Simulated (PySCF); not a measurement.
Structure problem from calculated spectra and properties.

Formula: C5H9OP.

* Rotational structure: rotational constants A, B, C: 4.392, 0.974, 0.805 GHz [PBE0-D3(BJ)/def2-SVP]
* 13C NMR: chemical shifts (computed TMS as zero) by class: 189.7 (1 C), 143.9 (1 C), 134.7 (1 C), 60.2 (1 C), 24.3 (1 C) ppm [GIAO B97-2/pcSseg-1]
* Polarisability: 104.5 au [CAM-B3LYP/def2-SVPD]
* Dipole: 2.18 D [CAM-B3LYP/def2-SVPD]
* Valence photoelectron: vertical ionisation energy: 7.67 eV [ΔSCF CAM-B3LYP/def2-SVPD]
* Triplet: lowest triplet excitation (Tamm–Dancoff): 2.31 eV [TDA CAM-B3LYP/def2-SVPD]
* NMR, other nuclei: isotropic shieldings of nuclei other than C and H, by class: 187 (1 O), 209 (1 P) ppm [GIAO B97-2/pcSseg-1]
* UV, first state: lowest singlet excitation: 4.54 eV (273 nm, f = 0.504) [TDDFT CAM-B3LYP/def2-SVPD]
* 1H NMR: chemical shifts (computed TMS as zero) by class: 7.37 (1 H), 7.21 (1 H), 6.13 (1 H), 3.65 (3 H), 1.96 (3 H) ppm [GIAO B97-2/pcSseg-1]

The electronic properties come from PySCF, for the isolated species, density fitting. Levels stand in brackets. The structure is a single PBE0-D3(BJ)/def2-SVP conformer in the gas phase; no vibrational or solvent corrections. Each NMR value is the plain mean over a class of atoms that symmetry, rotation or inversion makes alike.

Problem. Propose a structure and show how it fits.

Solution. Numbering: `[CH3:1]/[CH:2]=[CH:3]/[P:4]=[CH:5]\[O:6][CH3:7]`. 5 carbons fall into 5 classes; from least to most shielded: carbon bonded to O, P and H [C5] (189.7 ppm), alkene CH carbon [C2] (143.9 ppm), alkene CH carbon [C3] (134.7 ppm), methoxy carbon [C7] (60.2 ppm), allylic carbon [C1] (24.3 ppm). Hydrogen classes from least to most shielded: 1 H on an alkene CH carbon, C3 (7.37 ppm), 1 H on a carbon bonded to O, P and H, C5 (7.21 ppm), 1 H on an alkene CH carbon, C2 (6.13 ppm), 3 H on a methoxy carbon, C7 (3.65 ppm), 3 H on an allylic carbon, C1 (1.96 ppm). The other shieldings belong to: 187 ppm, ether oxygen [O6]; 209 ppm, phosphorus bonded to 2 C [P4]. The first electron is taken from the HOMO, whose largest Löwdin shares are 0.27 on the phosphorus bonded to 2 C, 0.24 on the carbon bonded to O, P and H, 0.16 on the ether oxygen and 0.11 on an alkene CH carbon. The optimised geometry has point group Cs and is an asymmetric top. Structure: `C/C=C/P=C\OC`. Computed isomers that give other values at the same levels: `C=C[P@@H](=O)/C=C\C` (rotational constant A: 3.578 GHz; this holds for the one conformer computed); `C=C[C@@H]1CC[P@H]1=O` (rotational constant A: 3.120 GHz; this holds for the one conformer computed). The assignments are read from this structure; whether some other isomer fits the data as well wasn't checked.

Shape of the structure used: `[CH3:1]/[CH:2]=[CH:3]/[P:4]=[CH:5]\[O:6][CH3:7]`: C2–C3–P4–C5 180°, P4–C5–O6–C7 179°.
